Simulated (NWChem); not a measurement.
Correlation energy of Sb (+1)

```xyz
1

Sb     0.0000     0.0000     0.0000
```
Charge +1, spin multiplicity 3.

Everything below was run with NWChem.

Basis set: def2-SVP. Each correlation energy counts from its own Hartree-Fock reference.

```
method           correlation energy (mHa)
---------------  ------------------------
SCS-UMP2                            -52.9
CCSD(T) on ROHF                     -72.5
CCSD[T] on UHF                      -68.8
CCSD[T] on ROHF                     -72.6
CCSDT on ROHF                       -72.7
CCSD on ROHF                        -71.4
CCSD on UHF                         -67.7
UMP2                                -52.9
CCSD(T) on UHF                      -68.8
```

The values span 19.8 mHa, from CCSDT on ROHF (lowest) to SCS-UMP2 (highest). 

Effective core potentials replace the inner electrons of Sb; spin-orbit coupling is left out. The correlated methods keep 4 core orbitals frozen. No SCF solution was tested for a lower state. Open-shell Hartree-Fock references start from PBE0 orbitals. Coupled-cluster values serve here as a point of comparison, not as the truth.
